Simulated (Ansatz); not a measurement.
ClH2O3Ta, SMILES `[O]=[Ta]([OH])([OH])[Cl]`, charge 0, multiplicity 1.

Problem. Give a relaxed structure at PBE0-D4/def2-TZVP (Ansatz 0.2.0). (An estimate is asked.)

Solution. Ansatz gave: 
Z-matrix (Å, degrees):
```
Ta
O 1 1.898
O 1 1.898 2 112.9
O 1 1.713 2 106.5 3 116.6
Cl 1 2.313 2 110.2 3 -123.7
H 2 0.957 1 133.3 3 60.3
H 3 0.957 1 133.3 2 -60.3
```
Point group Cs.
